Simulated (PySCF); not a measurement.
Task: What does the PBE0-D3(BJ)/def2-SVP structure of `O=CC1=CC=CC(F)=C1` look like in three dimensions?

Result: 
```
atom  x, y, z in Å
O1     3.0645   -0.4639    0.1946
C2     2.2269    0.3098   -0.1924
C3     0.7677    0.1045   -0.0379
C4     0.2885   -1.0484    0.5953
C5    -1.0814   -1.2364    0.7361
C6    -1.9787   -0.2834    0.2506
C7    -1.4837    0.8556   -0.3748
F8    -2.3397    1.7626   -0.8360
C9    -0.1201    1.0662   -0.5275
H10    2.5112    1.2627   -0.7090
H11    1.0129   -1.7767    0.9652
H12   -1.4655   -2.1324    1.2286
H13   -3.0589   -0.4077    0.3489
H14    0.2377    1.9718   -1.0238
```

Orientation and origin are arbitrary. Atoms count from 1 in this order. The 6-membered ring C3–C4–C5–C6–C7–C9 has internal angles of 118.8° to 121.6° (sum 720°, against 720° for a flat polygon); it is planar, 0.00 Å rms from its mean plane, widest ring torsion 0°. Of the pairs four or more bonds apart, O1···H11 is among the closest relative to their van der Waals radii: 2.55 Å, 94 % of the sum of Bondi's values. The 9 heavy atoms lie in one plane (0.001 Å rms). The C–C distances run from 1.388 Å (C7–C9, aromatic) to 1.482 Å (C2–C3, drawn single), a spread of 0.094 Å.

Bonds between heavy atoms (Å): O1=C2 1.204, C2–C3 1.482, C3–C4 1.400, C4–C5 1.390, C5–C6 1.396, C6–C7 1.390, C7–F8 1.330, C7–C9 1.388, C3–C9 1.397.

Method used: PySCF, PBE0-D3(BJ)/def2-SVP geometry optimisation, gas phase.

Point group: Cs (tolerance 0.08 Å). PBE0-D3(BJ)/def2-SVP frequencies: not computed here. One conformer, not necessarily the lowest (O1–C2–C3–C4 0°).
